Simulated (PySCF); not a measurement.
# Working out the ionisation energy of As⁺

As⁺ [Ar] 3d10 4s2 4p2 (3P) → As²⁺ [Ar] 3d10 4s2 4p1 (2P). All numbers are calculated (PySCF 2.14, scalar relativity by spin-free X2C-1e, in x2c-QZVPPall (11s8p5d4f1g, 97 functions)). Frozen: [Ar] 3d10. Energies in hartree (1 hartree = 27.21139 eV):

```
            part   As⁺ (lower)  As²⁺ (upper)
             UHF  -2258.741384  -2258.080679
CCSD correlation     -0.071508     -0.055757
             (T)     -0.001850     -0.000790
```

Task: What does Hartree-Fock give?

Result: (-2258.080679) − (-2258.741384) = 0.660705 hartree = 17.979 eV.

Task: What do CCSD and CCSD(T) give?

Result: The CCSD correlation energies differ by 0.015751 hartree = 0.429 eV and the triples by 0.001060 hartree = 0.029 eV, so CCSD gives 18.408 eV and CCSD(T) 18.437 eV.

A first-order spin-orbit estimate adds -0.034 eV to CCSD(T) (valence), giving 18.403 eV against 18.589 eV (measured; NIST Atomic Spectra Database, ionization energies).

What remains against the reference includes basis incompleteness, the frozen core and higher excitations.
